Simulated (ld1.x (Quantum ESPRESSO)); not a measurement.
Results of a calculation; reference values are marked as such.
**Potentials for Ga (Z = 31) compared**

Generated with ld1.x 7.5 (TM, RRKJ, ultrasoft, PAW), atompaw 4.2 or ONCVPSP 4.0.1. The cutoff is in Ry: for ld1.x and atompaw files where the sum of valence levels is converged to 10 mRy in a Bessel basis, for ONCV files where the hardest occupied wave has 1 mHa per electron of residual kinetic energy. The error is the largest all-electron minus pseudo excitation energy over each file’s own four to seven test configurations (ionisations up to +4, promotions, holes and added fractions of an electron), all of which were solved. The labels leave out finer settings (local radius, basis sizes, second energies), which also bear on the numbers. Spin-polarised tests are not counted. The rows are a selection from randomly drawn settings: files with unsolved tests, undetermined cutoffs or missed reference levels are left out.

A true bound ghost makes a file unfit for plane-wave use even where its test errors are small: the radial tests pick states by their node count and pass the ghost by.

```tsv
potential	cutoff (Ry)	largest error (meV)	bound ghosts
TM, PBE, fully relativistic, rc 2.05/2.10 (sp), local p, core correction yes, reference 4s2 4p1	15	-197	none
ultrasoft, PBE, scalar-relativistic, rc 1.85/1.15/1.45 (spd), local smoothed, core correction yes, reference 3p6 3d10 4s1 4p0	80	-101	s
ultrasoft, revPBE, scalar-relativistic, rc 1.70/2.50 (sp), local smoothed, core correction no, reference 4s2 4p0	10	+222	none
TM semilocal, PBE, scalar-relativistic, rc 1.35/2.20/0.90 (spd), local d, core correction no, reference 3d10 4s2 4p1	300	-212	none
```

**Question.** Fill in the row for Ga: ultrasoft, PW91, scalar-relativistic, rc 1.85/2.65/2.40 (spd), local smoothed, core correction yes, reference 4s2 4p0.5.

**Answer.** cutoff 8 Ry, largest error -155 meV, bound ghosts: none.

**Question.** Fill in the row for Ga: TM, PBE, scalar-relativistic, rc 1.80/2.25 (sp), local smoothed, core correction yes, reference 4s2 4p1.

**Answer.** cutoff 15 Ry, largest error -174 meV, bound ghosts: none.
